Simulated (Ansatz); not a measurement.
The cluster Mg7O7⁻. The state is a doublet with charge -1. Geometry PBE-D4/def2-SVP.

```tsv
atom	x (Å)	y (Å)	z (Å)
Mg1	1.0262	-0.4319	-0.0536
Mg2	-1.1249	0.3764	-1.5413
Mg3	1.5814	-0.4897	2.8821
Mg4	-3.0645	1.3268	0.3262
Mg5	2.2465	-1.1568	-2.7901
Mg6	3.8026	-1.6378	0.0204
Mg7	-1.1516	0.6568	2.3407
O8	-2.8437	1.1134	-1.5193
O9	0.3307	-1.1379	-1.9379
O10	-2.8847	1.3745	2.1852
O11	-0.9502	-0.3997	0.5108
O12	-0.3222	1.0472	0.4298
O13	0.9457	0.3129	-2.0353
O14	2.4086	-0.9543	1.1823
```

The structure holds 2 bond(s) between oxygen atoms. Another isomer (doublet) lies 7.93 eV lower at PBE0-D4/def2-SVP; other spin states weren't run for this one.

Problem. Estimate the α-spin orbital energies around the gap (eV) in Ansatz with PBE-D4/def2-SVP, r2SCAN-D4/def2-SVP, PBE0-D4/def2-SVP.

Solution. 
| orbital | PBE-D4/def2-SVP | r2SCAN-D4/def2-SVP | PBE0-D4/def2-SVP |
| --- | --- | --- | --- |
| HOMO−9 | -3.07 | -3.40 | -4.69 |
| HOMO−8 | -2.95 | -3.20 | -4.38 |
| HOMO−7 | -2.63 | -2.79 | -3.92 |
| HOMO−6 | -2.27 | -2.41 | -3.54 |
| HOMO−5 | -2.03 | -2.21 | -3.19 |
| HOMO−4 | -1.80 | -1.99 | -3.06 |
| HOMO−3 | -1.73 | -1.95 | -2.97 |
| HOMO−2 | -1.55 | -1.77 | -2.87 |
| HOMO−1 | -1.50 | -1.62 | -2.25 |
| HOMO | -0.78 | -0.96 | -1.42 |
| LUMO | 0.41 | 0.61 | 1.24 |
| LUMO+1 | 0.66 | 0.79 | 1.30 |
| LUMO+2 | 0.78 | 0.83 | 1.48 |
| LUMO+3 | 0.92 | 1.12 | 1.95 |
| LUMO+4 | 1.30 | 1.38 | 2.20 |
| LUMO+5 | 1.61 | 1.77 | 2.30 |
| β HOMO | -1.43 | -1.54 | -2.16 |
| β LUMO | 0.13 | 0.51 | 0.74 |
